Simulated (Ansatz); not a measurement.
A structure relaxed at PBE0-D4/def2-TZVP, charge 0, multiplicity 1:

```xyz
6

Ga    0.578    0.834   -0.169
As   -0.822   -1.094   -0.548
H    -0.085    2.248   -0.011
H     2.139    0.668   -0.196
H    -1.807   -0.687    0.537
H    -0.001   -1.968    0.387
```

Problem. Give its formula and SMILES.

Solution. AsGaH4, `[GaH2][AsH2]`.

Problem. Point group (tolerance 0.08 Å, 0.16 Å for H)?

Solution. Cs.

Problem. Summarise the bond lengths by kind.

Solution. 1 × As–Ga 2.413 Å; 2 × Ga–H 1.570 Å; 2 × As–H 1.521 Å.

Program: Ansatz 0.2.0.
